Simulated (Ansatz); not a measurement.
One geometry of TaPt₅⁻, several levels of theory.

```yaml
crystal:
  periodic: [false, false, false]
  atoms:
    - {symbol: Ta, position_ang: [1.945470, -0.214751, -1.346769]}
    - {symbol: Pt, position_ang: [-0.877421, 0.065239, 0.597706]}
    - {symbol: Pt, position_ang: [1.654362, 0.025821, 0.912557]}
    - {symbol: Pt, position_ang: [-2.544032, 0.769962, -1.229417]}
    - {symbol: Pt, position_ang: [-0.284109, -0.274830, -1.866468]}
    - {symbol: Pt, position_ang: [0.105730, -0.371440, 2.932390]}
basis:
  gaussian: {orbitals: def2-TZVPD, initial_orbitals: start.molden}
total_charge: -1
hamiltonian: {xc: {name: wB97M-V}}
scf: {omitted_lower_state_checks: [starts]}
output: {orbitals: {seedname: orbitals}}
```

The file start.molden holds the orbitals of an earlier run on this structure, at another level or in another basis.

```sh
$ ansatz run in.yaml --threads 4 --pin off --events-out ev --progress --plain --max-ram 4787MiB
```

Output, abridged:

```
Functional definition: wB97M-V
2339 factors; their error is unknown
483 factors; integrals over basis functions are off by at most 6.9e-5 eV
mean field evaluation 1: about -17774.9272 eV, gradient 9.5e0 eV
mean field evaluation 2: about -17775.3709 eV, gradient 1.1e0 eV
mean field evaluation 4: about -17775.4925 eV, gradient 2.2e-1 eV
mean field evaluation 8: about -17775.4931 eV, gradient 4.2e-5 eV
mean field -17775.49307764 eV, -653.2373219412 hartree, gradient 2.4e-5 eV, S^2 0.000000; 0 other end points of the search recorded, 0 dependent functions left out
reference -17775.49315515 eV, -653.2373247897 hartree; 52, 52 occupied and 206, 206 virtual orbitals, 2339 factors
Total energy: -17775.49315515 eV, -653.2373247897 hartree
Checks for a lower state left out: starts
```

It took 3.5 min on 4 threads of Arm Neoverse V1 on a shared host, peak host memory 1.6 GiB.

As the first input, with `hamiltonian: {xc: pbe}`, `correlation: {method: rpa}` and without the key `output` (abridged; 1.9 min):

```
Functional definition: PBE
mean field -17802.66584671 eV, -654.2359027862 hartree, gradient 2.7e-6 eV, S^2 0.000000; unrestricted orbitals would lower it
mean field evaluation 16: about -17640.8463 eV, gradient 5.5e0 eV
mean field evaluation 32: about -17644.1303 eV, gradient 4.9e0 eV
Total energy: -17735.64389296 eV, -651.7728914150 hartree
Checks for a lower state left out: starts
```

First input, but with `hamiltonian: {xc: hse06, dispersion: d4}` (abridged; 15 s):

```
Functional definition: HSE06
mean field -17791.27523897 eV, -653.8173056727 hartree, gradient 2.2e-5 eV, S^2 0.000000
Total energy: -17791.81214792 eV, -653.8370367128 hartree
Checks for a lower state left out: starts
```

As the first input, with `hamiltonian: {xc: {name: revPBE}, dispersion: d4}` (abridged; 10 s):

```
Functional definition: revPBE
mean field -17808.54982956 eV, -654.4521351678 hartree, gradient 1.7e-5 eV, S^2 0.000000
Total energy: -17809.56108584 eV, -654.4892981504 hartree
Checks for a lower state left out: starts
```

As the first input, with `hamiltonian: {xc: pbe, dispersion: d4}`, `output: {forces: true, orbitals: {seedname: orbitals}}` (abridged; 11 s):

```
Functional definition: PBE
mean field -17802.66585281 eV, -654.2359030104 hartree, gradient 2.4e-5 eV, S^2 0.000000
Total energy: -17803.28567278 eV, -654.2586809741 hartree
Atom 0 force     0.711078    -0.053446    -0.481834 eV/Å
Atom 1 force    -0.190626     0.056278     0.135852 eV/Å
Atom 2 force    -0.091449     0.030203     0.599907 eV/Å
Atom 3 force     0.204662    -0.107053     0.149053 eV/Å
Atom 4 force    -0.589484     0.021245    -0.128181 eV/Å
Atom 5 force    -0.044180     0.052774    -0.274798 eV/Å
Dipole moment:     0.755436    -0.057451    -0.532475 e Å
Checks for a lower state left out: starts
```

The first input with `hamiltonian: {xc: pbe0, dispersion: d4}` (abridged; 16 s):

```
Functional definition: PBE0
mean field -17791.15531263 eV, -653.8128984611 hartree, gradient 2.6e-5 eV, S^2 0.000000
Total energy: -17791.69755349 eV, -653.8328254451 hartree
Checks for a lower state left out: starts
```

First input, but with `correlation: {method: mp2}` and without the key `hamiltonian` (abridged; 1.8 min):

```
Functional definition: HF
mean field evaluation 16: about -17642.0943 eV, gradient 5.5e-4 eV
mean field -17642.09428325 eV, -648.3350066685 hartree, gradient 2.9e-6 eV, S^2 0.000000; unrestricted orbitals would lower it
mean field evaluation 32: about -17644.0735 eV, gradient 2.9e-1 eV
unrestricted determinant -17644.57324485 eV, -648.4261068269 hartree, S^2 2.9714
second order -80.42426334 eV of doubles, -0.00000000 eV of singles
Total energy: -17722.51854659 eV, -651.2905438328 hartree
Checks for a lower state left out: starts
```

Geometry: PBE0-D4/def2-SVPD.

In the def2 sets Pt, Ta take a core potential; there is no spin–orbit coupling. HSE06 is defined as in plane-wave codes, on full-range PBE exchange. Correlated methods freeze no core orbitals; core or outer-core shells of Ta, Pt are correlated, in sets that lack core-valence functions. The restricted singlet is unstable towards broken spin symmetry at other levels; at ωB97M-V/def2-TZVPD, HSE06-D4/def2-TZVPD, revPBE-D4/def2-TZVPD, PBE0-D4/def2-TZVPD this wasn't settled. At RPA@PBE/def2-TZVPD, PBE-D4/def2-TZVPD, MP2/def2-TZVPD the restricted singlet (for correlated methods, its reference) is unstable: a solution with broken spin symmetry lies lower. No other spin state of charge -1 was run. The geometry of the singlet was relaxed on an unsound state (restricted singlet, unstable towards broken spin symmetry at other levels and untested here). Another isomer (singlet) lies 0.20 eV lower at PBE0-D4/def2-TZVPD; other spin states weren't run for this one.
